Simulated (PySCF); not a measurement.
# Relaxation of singlet [AsO2]+

Level of theory: PBE0 in PySCF with As def2-TZVP, O def2-TZVP; no relativity; density-fitted integrals. A (50,194) grid was used.

A hand-made bent start, of C2v symmetry, held to at least that symmetry:

```xyz
3
charge 1 multiplicity 1, angstrom
As    0.0000    0.0000   -0.2876
O     1.3727    0.0000    0.6736
O    -1.3727    0.0000    0.6736
```

(1) What forces act on the atoms at the start (eV/Å)?

(2) What does it relax to?

(3) How much energy is released, and in how many steps?

Answers

(1) 
| atom | Fx | Fy | Fz |
| --- | --- | --- | --- |
| As1 | 0.00 | 0.00 | 5.17 |
| O2 | -0.93 | 0.00 | -2.58 |
| O3 | 0.93 | 0.00 | -2.58 |

(2) It ends at D∞h with As–O 1.570 Å (×2); O–As–O 180.0°. No frequency check is given, so it may be a saddle point. Other isomers or separated fragments may lie lower.

(3) 165.5 kJ/mol in 8 steps.
